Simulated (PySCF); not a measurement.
**V⁺ (vanadium, charge +1) across methods**

[Ar] 3d3 4s1, high-spin 5F determinant (an excited configuration). All numbers are calculated (PySCF 2.14, scalar relativity by spin-free X2C-1e, in aug-cc-pVTZ-DK (8s7p5d3f2g, 93 functions)). The B2PLYP total includes its PT2 part (frozen core); its orbital energies are those of the SCF part.

```csv
method,E (hartree),mean ε 3p β (eV),mean ε 3d α (eV),mean ε 4s α (eV),Σ⟨r²⟩ (bohr²),⟨S²⟩
r2SCANh,-948.892,-51.364,-15.105,-11.957,27.47,6.001
B2PLYP,-948.670,-54.749,-17.757,-12.687,27.66,6.001
PBE,-948.693,-49.640,-13.875,-11.508,27.71,6.000
M06-L,-948.854,-50.457,-13.867,-11.326,27.33,6.001
r2SCAN,-948.898,-50.408,-14.374,-11.708,27.48,6.001
M06,-948.867,-52.557,-15.360,-11.957,27.72,6.000
UHF,-947.93194,-58.920,-21.266,-13.722,27.94,6.002
PBE0,-948.726,-52.282,-15.830,-12.152,27.61,6.001
```

(1) Estimate the same row for LDA.

Results:

(1) E (hartree) = -946.701; mean ε 3p β (eV) = -49.745; mean ε 3d α (eV) = -13.926; mean ε 4s α (eV) = -11.737; Σ⟨r²⟩ (bohr²) = 27.58; ⟨S²⟩ = 6.000.
